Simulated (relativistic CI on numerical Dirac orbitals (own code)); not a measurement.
Spin-allowed bands of a d7 ion in a tetrahedral site, by hand

Problem. Take Δ = 9650 cm⁻¹ and B = 760 cm⁻¹ for a d7 ion in a tetrahedral site. Calculate the three spin-allowed bands.

Working.
1. The terms of highest spin are 4F (energy 0) and 4P (15B = 11400 cm⁻¹). Here the F term splits into A2 at −1.2Δ = -11580, T2 at −0.2Δ = -1930 and T1 at +0.6Δ = 5790 cm⁻¹.
2. The two T1 states mix through the element 0.4Δ: H = [[5790, 3860], [3860, 11400]], with roots ½(H₁₁ + H₂₂) ∓ ½√[(H₂₂ − H₁₁)² + 4H₁₂²] = ½(17190) ∓ ½(9543) = 3823 and 13367 cm⁻¹.
3. The ground term is 4A2 at -11580 cm⁻¹.
4. Bands: 4T2 9650 cm⁻¹ (1036 nm), 4T1(F) 15403 cm⁻¹ (649 nm), 4T1(P) 24947 cm⁻¹ (401 nm).

Check. Exact diagonalisation of the whole d7 shell with these parameters gives 4T2 9650, 4T1 15403, 4T1 24947 cm⁻¹. The match is exact, since without spin-orbit coupling no other term has this spin. The ratio of the second band to the first, 1.596, depends on Δ/B = 12.7 alone, which is how a Tanabe-Sugano diagram is read.
